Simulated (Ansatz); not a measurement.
## Energy profile

The step: CH₃BrZn ([CH3][Zn][Br]) + H₂ → CH₄Zn ([CH3][ZnH]) + HBr; bonds formed: Zn1–H5, Br2–H4; bonds broken: Zn1–Br2, H4–H5 (atoms numbered as in the saddle structure below).

```json
{"atom": "Zn1", "x (Å)": "0.3865", "y (Å)": "-0.4542", "z (Å)": "-0.0012"}
{"atom": "Br2", "x (Å)": "0.9513", "y (Å)": "0.0655", "z (Å)": "2.7015"}
{"atom": "C3", "x (Å)": "-0.8722", "y (Å)": "0.5784", "z (Å)": "-1.0415"}
{"atom": "H4", "x (Å)": "1.4002", "y (Å)": "-0.9847", "z (Å)": "1.5287"}
{"atom": "H5", "x (Å)": "1.4972", "y (Å)": "-1.5443", "z (Å)": "0.5231"}
{"atom": "H6", "x (Å)": "-1.8555", "y (Å)": "0.1049", "z (Å)": "-1.0105"}
{"atom": "H7", "x (Å)": "-0.5535", "y (Å)": "0.6538", "z (Å)": "-2.0821"}
{"atom": "H8", "x (Å)": "-0.9539", "y (Å)": "1.5805", "z (Å)": "-0.6181"}
```

Electronic energies by CCSD(T) at an estimated basis limit (MP2 extrapolated from triple and quadruple zeta, plus CCSD(T) − MP2 in triple zeta), on PBE0-D4/def2-TZVP structures; CH₅BrZn, singlet; no counterpoise correction. Ansatz 0.2.0; basis: def2-TZVPP and def2-QZVPP; cores frozen in the correlated methods. The 3s and 3p shells of Cu and Zn are frozen; filled d shells are correlated. The def2 sets are not built for correlating such inner shells, so the correlated values are less sure here. Extrapolation: Hartree–Fock as exp(−7.88 √X), correlation as X^−2.97.

(1) Give the profile in eV, counted from the separated reactants. (Judge from chemistry; the value comes from the calculation.)

No T1 diagnostic of these runs exceeds 0.015.

## Answers

(1) By the calculation:
| point | eV |
| --- | --- |
| separated: CH₃BrZn (linked as [CH3][Zn][Br]; Zn1, Br2, C3, H6, H7, H8; singlet) + H₂ (H4, H5; singlet) | 0.000 |
| start structure | -0.035 |
| saddle | 1.705 |
| end structure | 1.451 |
| separated: CH₄Zn (linked as [CH3][ZnH]; Zn1, C3, H5, H6, H7, H8; singlet) + HBr (Br2, H4; singlet) | 1.561 |

For scale, one of the runs: CCSD(T)/def2-TZVPP, 213 basis functions, launched by `ansatz run in.yaml --threads 8 --pin off --events-out ev --progress --plain --max-ram 19148MiB`. The run took 15 s on 8 CPU threads of an Intel Xeon 6975P-C (shared host), with 3.3 GiB of host memory at its peak.
